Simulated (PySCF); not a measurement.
Species: 3,3,3-trichloro-2-methyl-1-propene, C4H5Cl3.
SMILES: `C=C(C)C(Cl)(Cl)Cl`

The closed-shell SCF was solved with PySCF and density fitting under several settings on one GFN2-xTB geometry (grid level 2 and gas phase unless stated).

```json
{"settings": "PBE0/pcSseg-1", "basis functions": "165", "SCF cycles": "14", "E (Eh)": "-1535.2806", "HOMO (eV)": "-8.14", "LUMO (eV)": "-0.99", "dipole (D)": "2.22"}
{"settings": "PBE0/def2-SVPD", "basis functions": "201", "SCF cycles": "14", "E (Eh)": "-1534.8438", "HOMO (eV)": "-8.15", "LUMO (eV)": "-1.11", "dipole (D)": "2.12"}
```

Problem. Estimate the rows for these settings: (1) PBE/pcseg-1, IEF-PCM chloroform, damping 0.1 at the start, DIIS from the seventh cycle; (2) PBE0/aug-pcSseg-1, IEF-PCM tetrahydrofuran.

Solution. 
```json
{"settings": "PBE/pcseg-1, IEF-PCM chloroform, damping 0.1 at the start, DIIS from the seventh cycle", "basis functions": "135", "SCF cycles": "22", "E (Eh)": "-1535.1587", "HOMO (eV)": "-6.88", "LUMO (eV)": "-1.96", "dipole (D)": "2.69"}
{"settings": "PBE0/aug-pcSseg-1, IEF-PCM tetrahydrofuran", "basis functions": "248", "SCF cycles": "14", "E (Eh)": "-1535.2958", "HOMO (eV)": "-7.98", "LUMO (eV)": "-1.00", "dipole (D)": "2.70"}
```

Problem. Over all rows, what range does the HOMO–LUMO gap span?

Solution. From 4.92 eV (PBE/pcseg-1, IEF-PCM chloroform, damping 0.1 at the start, DIIS from the seventh cycle) to 7.15 eV (PBE0/pcSseg-1). The functional of the narrowest has no exact exchange, that of the widest 25 % exact exchange.

Problem. And the dipole moment?

Solution. From 2.12 D (PBE0/def2-SVPD) to 2.70 D (PBE0/aug-pcSseg-1, IEF-PCM tetrahydrofuran); the largest is 1.27 times the smallest, and the median is 2.46 D.

Problem. Compare two rows with the functional PBE0: PBE0/pcSseg-1 and PBE0/def2-SVPD. Which energy is lower, and by how much?

Solution. PBE0/pcSseg-1 (165 functions) lies 0.4368 Eh or 274 kcal/mol below PBE0/def2-SVPD (201 functions). The smaller set gives the lower energy; the two sets aren't nested, so the variational bound doesn't order them by size.

Whole jobs, the steps after the SCF included, on one thread, Intel Xeon at 2.50 GHz (x86_64), shared host:

```tsv
settings	work after the SCF	wall time	peak memory
PBE0/pcSseg-1	shieldings, charges and field gradients, density and orbital grids written	70 s	0.75 GiB
PBE0/def2-SVPD	6 singlets by full TDDFT, 2 Tamm–Dancoff triplets, polarisability, density and orbital grids written	84 s	0.85 GiB
PBE/pcseg-1, IEF-PCM chloroform, damping 0.1 at the start, DIIS from the seventh cycle	shieldings	50 s	0.76 GiB
PBE0/aug-pcSseg-1, IEF-PCM tetrahydrofuran	shieldings, charges and field gradients	98 s	1.1 GiB
```

Cycle counts include a coarse-grid stage where the run had one. Geometry: GFN2-xTB; no vibrations or thermal averaging.

The values belong to the conformer `[CH2:1]=[C:2]([CH3:3])[C:4]([Cl:5])([Cl:6])[Cl:7]`: C1–C2–C4–Cl5 121°.
